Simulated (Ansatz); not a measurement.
Species: sum formula FeBrCl, net charge 0, quintet state. The spin state was set by rule; other spins were not relaxed. 
Structure (B3LYP-D3(BJ)/def2-TZVP (Ansatz, an electronic-structure program) minimum search):
```xyz
3

Fe     0.0000     0.0000    -0.5612
Cl     0.0000     0.0000    -2.7056
Br     0.0000     0.0000     1.7310
```
Charge 0, spin multiplicity 5.

Property: vertical electron affinity (to the quartet state of charge -1; a negative value means that the extra electron is unbound and the number depends on the basis; each state is the SCF solution reached for its spin; the UHF <S^2> is 4.44 for the quartet (pure: 3.75); for the quartet T1 is 0.066), in eV. Cores are frozen in the correlated levels unless marked. Open shells are spin-unrestricted. Spin-orbit coupling is left out. Frozen are the shells of the preceding noble gas and the d and f shells that filled before the atom's block. No relativistic terms. Anions need diffuse functions: def2-D sets add few. 

```
level                 program  vertical electron affinity (eV)
--------------------  -------  -------------------------------
SVWN5/def2-TZVPD       Ansatz                             2.48
PBE/def2-TZVPD         Ansatz                             2.25
r2SCAN/def2-TZVPD      Ansatz                             2.17
B3LYP/def2-TZVPD       Ansatz                             2.26
PBE0/def2-TZVPD        Ansatz                             2.02
BHLYP/def2-TZVPD       Ansatz                             1.68
CAM-B3LYP/def2-TZVPD   Ansatz                             2.28
wB97M-V/def2-TZVPD     Ansatz                             2.24
wB97X-V/def2-TZVPD     Ansatz                             2.18
wB97X/def2-TZVPD       Ansatz                             2.34
CCSD/def2-SVPD         Ansatz                             1.49
CCSD/def2-TZVPPD       Ansatz                             1.68
CCSD(T)/def2-SVPD      Ansatz                             1.58
CCSD(T)/def2-TZVPPD    Ansatz                             1.81
```
